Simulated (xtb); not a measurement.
xtb input file for 1,1-difluoropropan-2-one (C₃H₄F₂O), SMILES CC(=O)C(F)F, GFN2-xTB. 

```
$ xtb mol.xyz --gfn 2 --sp --chrg 0 --uhf 0 --json
$ cat mol.xyz
10

C      1.69435590     0.18082797    -0.12511168
C      0.44190295     0.22257031     0.68099139
O      0.34890071     0.49594047     1.84364994
C     -0.82628266    -0.13584966    -0.13995789
F     -0.95401375     0.71370848    -1.18741119
F     -0.69926596    -1.37749294    -0.66698730
H      2.55375208     0.42652341     0.49148507
H      1.81019817    -0.81308794    -0.55623654
H      1.61017023     0.88612320    -0.95157870
H     -1.74566583    -0.09831406     0.46118625
```

It prints:

```
[banner left out]
          |                Calculation Setup                |
           -------------------------------------------------



           -------------------------------------------------
          |                 G F N 2 - x T B                 |
           -------------------------------------------------

        Reference                      10.1021/acs.jctc.8b01176
      * Hamiltonian:
        H0-scaling (s, p, d)           1.850000    2.230000    2.230000
        zeta-weighting                 0.500000
      * Dispersion:
        s8                             2.700000
        a1                             0.520000
        a2                             5.000000
        s9                             5.000000
      * Repulsion:
        kExp                           1.500000    1.000000
        rExp                           1.000000
      * Coulomb:
        alpha                          2.000000
        third order                    shell-resolved
        anisotropic                    true
        a3                             3.000000
        a5                             4.000000
        cn-shift                       1.200000
        cn-exp                         4.000000
        max-rad                        5.000000


          ...................................................
          :                      SETUP                      :
          :.................................................:
          :  # basis functions                  28          :
          :  # atomic orbitals                  28          :
          :  # shells                           16          :
          :  # electrons                        36          :
          :  max. iterations                   250          :
          :  Hamiltonian                  GFN2-xTB          :
          :  restarted?                      false          :
          :  GBSA solvation                  false          :
          :  PC potential                    false          :
          :  electronic temp.          300.0000000     K    :
          :  accuracy                    1.0000000          :
          :  -> integral cutoff          0.2500000E+02      :
          :  -> integral neglect         0.1000000E-07      :
          :  -> SCF convergence          0.1000000E-05 Eh   :
          :  -> wf. convergence          0.1000000E-03 e    :
          :  Broyden damping             0.4000000          :
          :  net charge                          0          :
          :  unpaired electrons                  0          :
          ...................................................

 iter      E             dE          RMSdq      gap      omega  full diag
   1    -22.0810857 -0.220811E+02  0.516E+00    4.09       0.0  T
   2    -22.1213093 -0.402236E-01  0.260E+00    3.54       1.0  T
   3    -22.1230662 -0.175687E-02  0.160E+00    3.89       1.0  T
   4    -22.1272833 -0.421710E-02  0.207E-01    3.69       1.0  T
   5    -22.1275164 -0.233103E-03  0.835E-02    3.74       1.0  T
   6    -22.1275231 -0.676850E-05  0.280E-02    3.74       1.1  T
   7    -22.1275234 -0.227946E-06  0.639E-03    3.73       4.9  T
   8    -22.1275235 -0.104378E-06  0.232E-03    3.74      13.7  T
   9    -22.1275235 -0.514673E-08  0.451E-04    3.74      70.1  T
  10    -22.1275235 -0.414943E-09  0.156E-04    3.74     202.5  T

   *** convergence criteria satisfied after 10 iterations ***

         #    Occupation            Energy/Eh            Energy/eV
      -------------------------------------------------------------
         1        2.0000           -0.8638407             -23.5063
       ...           ...                  ...                  ...
        12        2.0000           -0.5352722             -14.5655
        13        2.0000           -0.5297949             -14.4165
        14        2.0000           -0.5253401             -14.2952
        15        2.0000           -0.5087182             -13.8429
        16        2.0000           -0.5060637             -13.7707
        17        2.0000           -0.4959219             -13.4947
        18        2.0000           -0.4375080             -11.9052 (HOMO)
        19                         -0.3002419              -8.1700 (LUMO)
        20                          0.0103132               0.2806
        21                          0.0518659               1.4113
        22                          0.0606502               1.6504
        23                          0.1231464               3.3510
       ...                                ...                  ...
        28                          0.6133024              16.6888
      -------------------------------------------------------------
                  HL-Gap            0.1372661 Eh            3.7352 eV
             Fermi-level           -0.3688750 Eh          -10.0376 eV

 SCC (total)                   0 d,  0 h,  0 min,  0.004 sec
 SCC setup                      ...        0 min,  0.000 sec (  2.079%)
 Dispersion                     ...        0 min,  0.000 sec (  1.073%)
 classical contributions        ...        0 min,  0.000 sec (  0.462%)
 integral evaluation            ...        0 min,  0.001 sec ( 15.564%)
 iterations                     ...        0 min,  0.002 sec ( 46.538%)
 molecular gradient             ...        0 min,  0.001 sec ( 31.872%)
 printout                       ...        0 min,  0.000 sec (  2.216%)

         :::::::::::::::::::::::::::::::::::::::::::::::::::::
         ::                     SUMMARY                     ::
         :::::::::::::::::::::::::::::::::::::::::::::::::::::
         :: total energy             -21.972771739685 Eh    ::
         :: gradient norm              0.000139615765 Eh/a0 ::
         :: HOMO-LUMO gap              3.735200323824 eV    ::
         ::.................................................::
         :: SCC energy               -22.127520939406 Eh    ::
         :: -> isotropic ES            0.046645808019 Eh    ::
         :: -> anisotropic ES          0.000325187946 Eh    ::
         :: -> anisotropic XC         -0.008262767238 Eh    ::
         :: -> dispersion             -0.004638732011 Eh    ::
         :: repulsion energy           0.154749199721 Eh    ::
         :: add. restraining           0.000000000000 Eh    ::
         :: total charge               0.000000000000 e     ::
         :::::::::::::::::::::::::::::::::::::::::::::::::::::

           -------------------------------------------------
          |                Property Printout                |
           -------------------------------------------------

    * Orbital Energies and Occupations

         #    Occupation            Energy/Eh            Energy/eV
      -------------------------------------------------------------
         1        2.0000           -0.8638407             -23.5063
       ...           ...                  ...                  ...
         6        2.0000           -0.6268794             -17.0583
         7        2.0000           -0.6083899             -16.5551
         8        2.0000           -0.6071330             -16.5209
         9        2.0000           -0.5949899             -16.1905
        10        2.0000           -0.5749469             -15.6451
        11        2.0000           -0.5544642             -15.0877
        12        2.0000           -0.5352722             -14.5655
        13        2.0000           -0.5297949             -14.4165
        14        2.0000           -0.5253401             -14.2952
        15        2.0000           -0.5087182             -13.8429
        16        2.0000           -0.5060637             -13.7707
        17        2.0000           -0.4959219             -13.4947
        18        2.0000           -0.4375080             -11.9052 (HOMO)
        19                         -0.3002419              -8.1700 (LUMO)
        20                          0.0103132               0.2806
        21                          0.0518659               1.4113
        22                          0.0606502               1.6504
        23                          0.1231464               3.3510
        24                          0.1381987               3.7606
        25                          0.1528516               4.1593
        26                          0.1862970               5.0694
        27                          0.2216511               6.0314
        28                          0.6133024              16.6888
      -------------------------------------------------------------
                  HL-Gap            0.1372661 Eh            3.7352 eV
             Fermi-level           -0.3688750 Eh          -10.0376 eV

     #   Z          covCN         q      C6AA      α(0)
     1   6 C        3.754    -0.142    23.296     6.882
     2   6 C        2.807     0.235    23.077     7.870
     3   8 O        0.857    -0.305    19.872     5.977
     4   6 C        3.465     0.275    18.179     6.409
     5   9 F        0.786    -0.216    11.401     3.988
     6   9 F        0.786    -0.216    11.401     3.988
     7   1 H        0.925     0.085     1.932     2.173
     8   1 H        0.925     0.101     1.780     2.087
     9   1 H        0.925     0.101     1.777     2.084
    10   1 H        0.923     0.082     1.958     2.188

 Mol. C6AA /au·bohr⁶  :        922.672547
 Mol. C8AA /au·bohr⁸  :      19843.546857
 Mol. α(0) /au        :         43.647881


Wiberg/Mayer (AO) data.
largest (>0.10) Wiberg bond orders for each atom

 ---------------------------------------------------------------------------
     #   Z sym  total        # sym  WBO       # sym  WBO       # sym  WBO
 ---------------------------------------------------------------------------
     1   6 C    3.988 --     2 C    1.033     7 H    0.979     8 H    0.944
                             9 H    0.943
     2   6 C    3.924 --     3 O    1.909     1 C    1.033     4 C    0.905
     3   8 O    2.116 --     2 C    1.909
     4   6 C    3.838 --     5 F    0.952     6 F    0.952    10 H    0.948
                             2 C    0.905
     5   9 F    1.051 --     4 C    0.952
     6   9 F    1.051 --     4 C    0.952
     7   1 H    0.993 --     1 C    0.979
     8   1 H    0.990 --     1 C    0.944
     9   1 H    0.990 --     1 C    0.943
    10   1 H    0.993 --     4 C    0.948
 ---------------------------------------------------------------------------

Topologies differ in total number of bonds
Writing topology from bond orders to xtbtopo.mol

molecular dipole:
                 x           y           z       tot (Debye)
 q only:        0.574       0.032      -0.179
   full:        0.486       0.011      -0.226       1.364
molecular quadrupole (traceless):
                xx          xy          yy          xz          yz          zz
 q only:        5.973      -0.005      -0.995      -3.344      -1.477      -4.978
  q+dip:        8.147       0.186      -1.796      -4.030      -1.704      -6.351
   full:        7.320      -0.039      -0.641      -3.896      -2.083      -6.679


           -------------------------------------------------
          | TOTAL ENERGY              -21.972771739685 Eh   |
          | GRADIENT NORM               0.000139615765 Eh/α |
          | HOMO-LUMO GAP               3.735200323824 eV   |
           -------------------------------------------------

------------------------------------------------------------------------
------------------------------------------------------------------------
 total:
 SCF:
Note: The following floating-point exceptions are signalling: IEEE_UNDERFLOW_FLAG IEEE_DENORMAL
normal termination of xtb
```

The calculation finished and met its thresholds.

Cost: about 0.020 core-seconds (a rough figure).
